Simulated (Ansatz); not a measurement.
**doublet F: levels of theory in one basis**

A single F atom.

Basis set: cc-pVTZ (spherical functions). Left uncorrelated: 1 orbital. Correlation on ROHF uses semicanonical orbitals with singles. Charge 0, multiplicity 2.

Computed with Ansatz (development build ahead of 0.2.0); each method stands on the lowest determinant of its kind that the runs found.

| method | E − E(ROHF) (eV) | <S²> of the determinant |
| --- | --- | --- |
| ROHF | 0.00 | 0.75 |
| UHF | -0.12 | 0.75 |
| ROHF-MP2 | -5.57 | – |
| UHF-MP2 | -5.56 | 0.75 |
| ROHF-CCSD | -5.87 | – |
| UHF-CCSD | -5.87 | 0.75 |
| ROHF-CCSD(T) | -5.97 | – |
| UHF-CCSD(T) | -5.97 | 0.75 |
| UHF-BCCD(T) | -5.97 | 0.75 |

Task: Is a single determinant a sound starting point here?

Result: By this sign, yes. Unrestricted orbitals gain 0.12 eV and <S²> is 0.75 against 0.75 for a pure state.
